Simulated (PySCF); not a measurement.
Input and output

[Ta(OH)4]+ (singlet). PySCF 2.14.0, RKS CAM-B3LYP, Ta def2-SVP with ECP60, O def2-SVP, H def2-SVP; non-relativistic Hamiltonian with scalar-relativistic core potentials where named; density fitting; no spin-orbit coupling. Purpose: singlet excitations, Tamm-Dancoff CAM-B3LYP. The geometry is a saddle point of the state and level it was relaxed for.

```python
mol = gto.M(atom='''
Ta    -0.00000    -0.00000    -0.23445
O      1.82532    -0.17892     0.25139
H      2.50585     0.33648     0.72744
O      0.17892     1.82532     0.25139
H     -0.33648     2.50585     0.72744
O     -1.82532     0.17892     0.25139
H     -2.50585    -0.33648     0.72744
O     -0.17892    -1.82532     0.25139
H      0.33648    -2.50585     0.72744''',
    basis={'Ta': 'def2-SVP', 'O': 'def2-SVP', 'H': 'def2-SVP'},
    ecp={'Ta': 'def2-SVP'},
    charge=1, spin=0)
mf = dft.RKS(mol, xc='CAMB3LYP')
mf.grids.atom_grid = (50, 194)
mf = mf.density_fit()  # fitting sets: Ta def2-universal-JKFIT, O def2-universal-JKFIT, H def2-universal-JKFIT
mf.conv_tol = 1e-08; mf.max_cycle = 55
mf.kernel(dm0)  # dm0: converged density of the relaxed state
td = mf.TDA(); td.nstates = 8; td.kernel()
```

Run from Python with OMP_NUM_THREADS=2; the lines above give its settings. Where DIIS fails, smearing, a level shift and second-order steps follow.
It took 70 s on 2 threads of Arm Neoverse V2, on a shared host, from an already converged density.

Task: Where do the frontier levels lie, over both spins?

Result: HOMO -15.42 eV, LUMO -8.43 eV. 

Task: What are the Mulliken charges and spins?

Result: 
```
atom  charge (e)  spin (e)
 Ta1       1.416     0.000
  O2      -0.380     0.000
  H3       0.276     0.000
  O4      -0.380     0.000
  H5       0.276     0.000
  O6      -0.380     0.000
  H7       0.276     0.000
  O8      -0.380     0.000
  H9       0.276     0.000
```

Task: Which singlet excitations follow (Tamm-Dancoff, 8 states)?

Result: 
```csv
state,eV,oscillator strength
1,3.18,0.0001
2,3.35,0.0000
3,3.56,0.0053
4,3.56,0.0053
5,4.63,0.0091
6,4.98,0.0140
7,4.98,0.0140
8,5.56,0.0012
```

The geometry was relaxed with PBE (Ta def2-SVP with ECP60, O def2-SVP, H def2-SVP).
